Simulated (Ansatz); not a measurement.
```yaml
crystal:
  periodic: [false, false, false]
  atoms:
    - {symbol: C, position_ang: [-2.209963, -0.014583, -0.301489]}
    - {symbol: C, position_ang: [-1.036390, 0.346542, 0.556713]}
    - {symbol: O, position_ang: [-0.929189, 1.404964, 1.122168]}
    - {symbol: C, position_ang: [0.071643, -0.695543, 0.638626]}
    - {symbol: C, position_ang: [1.039029, -0.407930, -0.502379]}
    - {symbol: C, position_ang: [2.150213, 0.547299, -0.190924]}
    - {symbol: O, position_ang: [0.871325, -0.898090, -1.590089]}
    - {symbol: H, position_ang: [-2.761205, -0.835814, 0.166550]}
    - {symbol: H, position_ang: [-2.866988, 0.843561, -0.427958]}
    - {symbol: H, position_ang: [-1.859298, -0.382544, -1.269918]}
    - {symbol: H, position_ang: [0.565359, -0.592330, 1.604799]}
    - {symbol: H, position_ang: [-0.326671, -1.700830, 0.502036]}
    - {symbol: H, position_ang: [2.836974, 0.082854, 0.523219]}
    - {symbol: H, position_ang: [1.744610, 1.438447, 0.296496]}
    - {symbol: H, position_ang: [2.688652, 0.813297, -1.098351]}
basis:
  gaussian: {orbitals: def2-mTZVP}
hamiltonian: {xc: {name: RPBE}, dispersion: d3bj, pseudopotentials: {relativity: none}}
scf: {lower_state_search: light}
output: {forces: true}
```

```sh
$ ansatz run in.yaml --threads 8 --pin off --events-out ev --progress --plain --max-ram 18278MiB
```

Shortened log:

```
Functional definition: RPBE
1576 factors; their error is unknown
mean field evaluation 1: about -9396.4290 eV, gradient 8.9e1 eV
mean field evaluation 2: about -9375.9527 eV, gradient 1.3e2 eV
mean field evaluation 4: about -9412.6261 eV, gradient 1.2e1 eV
mean field evaluation 8: about -9412.9047 eV, gradient 1.3e-1 eV
mean field evaluation 16: about -9412.8226 eV, gradient 4.9e-3 eV
mean field -9412.82260040 eV, -345.9148503244 hartree, gradient 2.0e-5 eV, S^2 0.000000; 0 other end points of the search recorded, 0 dependent functions left out
reference -9412.82264781 eV, -345.9148520668 hartree; 27, 27 occupied and 140, 140 virtual orbitals, 1576 factors
Total energy: -9414.34587032 eV, -345.9708294616 hartree
Atom 0 at    -2.209963    -0.014583    -0.301489 Å, force    -0.062873    -0.083509    -0.124969 eV/Å
Atom 1 at    -1.036390     0.346542     0.556713 Å, force    -0.117825    -1.076862    -0.513345 eV/Å
Atom 2 at    -0.929189     1.404964     1.122168 Å, force     0.165902     1.608862     0.845727 eV/Å
Atom 3 at     0.071643    -0.695543     0.638626 Å, force     0.018972    -0.176073     0.161619 eV/Å
Atom 4 at     1.039029    -0.407930    -0.502379 Å, force     0.185234     0.438279     1.100282 eV/Å
Atom 5 at     2.150213     0.547299    -0.190924 Å, force     0.058717     0.124462     0.087341 eV/Å
Atom 6 at     0.871325    -0.898090    -1.590089 Å, force    -0.258938    -0.731701    -1.651576 eV/Å
Atom 7 at    -2.761205    -0.835814     0.166550 Å, force    -0.149012    -0.197783     0.087249 eV/Å
Atom 8 at    -2.866988     0.843561    -0.427958 Å, force    -0.160865     0.189225    -0.036010 eV/Å
Atom 9 at    -1.859298    -0.382544    -1.269918 Å, force     0.053873    -0.096049    -0.223201 eV/Å
Atom 10 at     0.565359    -0.592330     1.604799 Å, force     0.100681     0.017481     0.199379 eV/Å
Atom 11 at    -0.326671    -1.700830     0.502036 Å, force    -0.080634    -0.207535    -0.024583 eV/Å
Atom 12 at     2.836974     0.082854     0.523219 Å, force     0.178776    -0.084741     0.172427 eV/Å
Atom 13 at     1.744610     1.438447     0.296496 Å, force    -0.065530     0.207513     0.120626 eV/Å
Atom 14 at     2.688652     0.813297    -1.098351 Å, force     0.133522     0.068431    -0.200966 eV/Å
Dipole moment:     0.024268    -0.227471     0.209000 e Å
```

It took 1.3 s on 8 threads of an Arm Neoverse V1 on a shared host, with 0.24 GiB of host memory at the peak.
